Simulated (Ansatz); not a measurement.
Geometry optimisation, RHF/def2-SVP in Ansatz 0.2.0.

The input (input.yaml):

```yaml
crystal:
  periodic: [false, false, false]
  atoms:
    - { symbol: Ge, position_ang: [0.096374, -0.042455, -0.067964] }
    - { symbol: H, position_ang: [0.12553, 0.213203, 1.453666] }
    - { symbol: Cl, position_ang: [2.183186, -0.1612, -0.658235] }
    - { symbol: Cl, position_ang: [-0.684828, 1.765682, -0.960413] }
    - { symbol: Ge, position_ang: [-1.051035, -2.031246, -0.934268] }
    - { symbol: H, position_ang: [-1.660396, -2.804476, 0.236039] }
    - { symbol: H, position_ang: [-2.13466, -1.565347, -1.905142] }
    - { symbol: H, position_ang: [-0.012922, -2.893925, -1.653521] }
    - { symbol: F, position_ang: [-2.311547, -0.037272, 1.522202] }
    - { symbol: H, position_ang: [-1.642903, 0.267434, 2.056734] }
basis:
  gaussian: { orbitals: def2-SVP }
hamiltonian:
  xc: hf
relax:
  f_tol: 0.03
  max_steps: 50
```

Launched with:

```bash
$ ansatz run input.yaml --threads 4 --pin off --max-ram 5120MiB --backend cpu --events-out ev --progress --plain --runs-dir out
```

Where does it end, and by what steps?

The forces met the threshold. After 21 steps the energy has fallen by 0.284 eV; H10 moved furthest, 1.28 Å.

```json
{"step": "0", "energy less start (eV)": "0.0000", "largest force component (eV/Å)": "0.486", "accepted": "yes"}
{"step": "1", "energy less start (eV)": "-0.0813", "largest force component (eV/Å)": "0.428", "accepted": "yes"}
{"step": "2", "energy less start (eV)": "-0.0779", "largest force component (eV/Å)": "1.538", "accepted": "no"}
{"step": "3", "energy less start (eV)": "-0.0983", "largest force component (eV/Å)": "0.562", "accepted": "yes"}
{"step": "4", "energy less start (eV)": "-0.1128", "largest force component (eV/Å)": "0.366", "accepted": "yes"}
{"step": "5", "energy less start (eV)": "-0.1370", "largest force component (eV/Å)": "0.153", "accepted": "yes"}
{"step": "6", "energy less start (eV)": "-0.1562", "largest force component (eV/Å)": "0.275", "accepted": "yes"}
{"step": "7", "energy less start (eV)": "-0.1681", "largest force component (eV/Å)": "0.107", "accepted": "yes"}
{"step": "8", "energy less start (eV)": "-0.1880", "largest force component (eV/Å)": "0.174", "accepted": "yes"}
{"step": "9", "energy less start (eV)": "-0.1934", "largest force component (eV/Å)": "0.117", "accepted": "yes"}
{"step": "10", "energy less start (eV)": "-0.0946", "largest force component (eV/Å)": "3.385", "accepted": "no"}
{"step": "11", "energy less start (eV)": "-0.2050", "largest force component (eV/Å)": "0.135", "accepted": "yes"}
{"step": "12", "energy less start (eV)": "-0.2124", "largest force component (eV/Å)": "0.850", "accepted": "yes"}
{"step": "13", "energy less start (eV)": "-0.2351", "largest force component (eV/Å)": "0.292", "accepted": "yes"}
{"step": "14", "energy less start (eV)": "-0.2379", "largest force component (eV/Å)": "0.106", "accepted": "yes"}
{"step": "15", "energy less start (eV)": "-0.2393", "largest force component (eV/Å)": "0.203", "accepted": "yes"}
{"step": "16", "energy less start (eV)": "-0.2550", "largest force component (eV/Å)": "1.320", "accepted": "yes"}
{"step": "17", "energy less start (eV)": "-0.2313", "largest force component (eV/Å)": "2.019", "accepted": "no"}
{"step": "18", "energy less start (eV)": "-0.2714", "largest force component (eV/Å)": "0.176", "accepted": "yes"}
{"step": "19", "energy less start (eV)": "-0.2801", "largest force component (eV/Å)": "0.059", "accepted": "yes"}
{"step": "20", "energy less start (eV)": "-0.2820", "largest force component (eV/Å)": "0.057", "accepted": "yes"}
{"step": "21", "energy less start (eV)": "-0.2836", "largest force component (eV/Å)": "0.012", "accepted": "yes"}
```

```xyz
10
Properties=species:S:1:pos:R:3
Ge 0.376 -0.166 0.025
H 0.822 -0.148 1.480
Cl 2.177 0.008 -1.173
Cl -0.706 1.722 -0.278
Ge -1.010 -2.027 -0.784
H -1.384 -2.912 0.404
H -2.253 -1.440 -1.450
H -0.184 -2.822 -1.798
F -2.473 -0.171 1.508
H -2.457 0.665 1.156
```

Whether the end is a true minimum wasn't checked by a vibrational analysis.

The run took 48 s on 4 threads of Arm Neoverse V1, on a shared host, peak memory 0.41 GiB.
